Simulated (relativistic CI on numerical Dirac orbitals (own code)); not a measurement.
V²⁰⁺: sensitivity of the levels to the model

Base calculation: Dirac-Coulomb-Breit CI, orbitals from a KLI potential per configuration, model QED (radiative potential, 1s self-energy scaled to tabulated hydrogen-like ionisation energies), unscaled Slater integrals.

CI space (outside the closed core 1s2): 2s, 2p, 3s, 3p, 3d, 4s, 4p, 4d, 4f, 5s, 5p, 5d, 5f, 5g, 6s, 6p, 6d. Levels of other configurations are missing.

Variants: (1) valence Slater integrals scaled by 0.9; (2) configuration mixing switched off. Shifts of the energy above 2s 2S_1/2, in eV, for the lowest level and the first level of each name with at least 55 % of one term (blank where a level changes its place among those of its configuration and J or its character, or is not in the variant):

| Level | Base | Δ(1) | Δ(2) |
| --- | --- | --- | --- |
| 2s 2S_1/2 | 0.00 | 0.00 | 0.00 |
| 2p 2P°_1/2 | 42.35 | 0.00 | 0.00 |
| 2p 2P°_3/2 | 51.70 | 0.00 | 0.00 |
| 3s 2S_1/2 | 882.41 | 0.00 | 0.00 |
| 3p 2P°_1/2 | 894.16 | 0.00 | 0.00 |
| 3p 2P°_3/2 | 896.92 | 0.00 | 0.00 |
| 3d 2D_3/2 | 901.30 | 0.00 | 0.00 |
| 3d 2D_5/2 | 902.17 | 0.00 | 0.00 |
| 4s 2S_1/2 | 1185.85 | 0.00 | 0.00 |
| 4p 2P°_1/2 | 1190.68 | 0.00 | 0.00 |
| 4p 2P°_3/2 | 1191.84 | 0.00 | 0.00 |
| 4d 2D_3/2 | 1193.66 | 0.00 | 0.00 |
| 4d 2D_5/2 | 1194.03 | 0.00 | 0.00 |
| 4f 2F°_5/2 | 1194.13 | 0.00 | 0.00 |
| 4f 2F°_7/2 | 1194.31 | 0.00 | 0.00 |
| 5s 2S_1/2 | 1325.04 | 0.00 | 0.00 |
| 5p 2P°_1/2 | 1327.48 | 0.00 | 0.00 |
| 5p 2P°_3/2 | 1328.08 | 0.00 | 0.00 |
| 5d 2D_3/2 | 1329.00 | 0.00 | 0.00 |
| 5d 2D_5/2 | 1329.19 | 0.00 | 0.00 |
| 5f 2F°_5/2 | 1329.24 | 0.00 | 0.00 |
| 5f 2F°_7/2 | 1329.34 | 0.00 | 0.00 |

At this charge energies of transitions that change n are usually good to better than 1 %, and those within a shell (Δn = 0) to a few per cent.

Ionisation energy from the two ground configurations alone: base 1569.45 eV. The NIST ASD value (theoretical) is 1569.66 eV.
